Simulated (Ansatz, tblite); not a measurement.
Cost and result up the ladder for Sn(SiH3)H3 (SiSnH₆) (8 atoms). Charge 0, multiplicity 1. Geometry: PBE-D4/def2-TZVP.

```xyz
8

Sn   -1.1566    0.3963    0.2647
Si    1.2238   -0.4193   -0.2801
H     1.8296    0.4331   -1.3496
H     1.1875   -1.8362   -0.7581
H     2.0867   -0.3456    0.9394
H    -2.1391    0.4084   -1.1477
H    -1.1262    1.9927    0.9059
H    -1.9057   -0.6295    1.4255
```

Ansatz on 4 threads of Arm Neoverse V2 on a shared host; xTB runs through tblite on one thread. Times are rough, summed over both states, and most runs start from the orbitals of an earlier one. PBE0-D4/def2-TZVP serves as the yardstick here, not as an exact answer. The other state is a doublet.

In the def2 sets Sn takes a core potential; there is no spin–orbit coupling. The xTB rows come from tblite.

Raw xTB energies of ions are shifted by several eV.

```json
{"level": "GFN2-xTB", "functions": "24", "wall time": "0.004 s", "vertical IE (eV)": "13.28", "difference from PBE0-D4/def2-TZVP (eV)": "3.28"}
{"level": "GFN1-xTB", "functions": "30", "wall time": "0.007 s", "vertical IE (eV)": "14.09", "difference from PBE0-D4/def2-TZVP (eV)": "4.10"}
{"level": "PBE-D4/def2-TZVP", "functions": "123", "wall time": "1.9 s", "vertical IE (eV)": "9.85", "difference from PBE0-D4/def2-TZVP (eV)": "-0.14"}
{"level": "PBE0-D4/def2-TZVP (with forces)", "functions": "123", "wall time": "3.6 s", "vertical IE (eV)": "10.00", "difference from PBE0-D4/def2-TZVP (eV)": "0.00"}
{"level": "r2SCAN-D4/def2-TZVP", "functions": "123", "wall time": "4.4 s", "vertical IE (eV)": "9.92", "difference from PBE0-D4/def2-TZVP (eV)": "-0.08"}
```
